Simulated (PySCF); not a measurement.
Isomers of C2H2F2. Gas-phase values, no solvent. Strings in code marks are SMILES.

Calculation: PBE-D3(BJ)/def2-TZVP in PySCF. All candidates: neutral, multiplicity 1. Excitations are Tamm–Dancoff values on a coarser integration grid. The basis has no diffuse functions, so Rydberg states are missing or too high.

S1 excitation (TDA): 7.66 eV
brightest of the four lowest singlets (TDA): 8.39 eV
dipole moment: 1.12 D

Q: Identify which member has these values.
A. `F/C=C\F`
B. `C=C(F)F`
C. `F/C=C/F`

A: B, `C=C(F)F`. The others give `F/C=C\F`: 6.56 eV, 8.14 eV, 2.15 D; `F/C=C/F`: 6.63 eV, 7.88 eV, 0.00 D
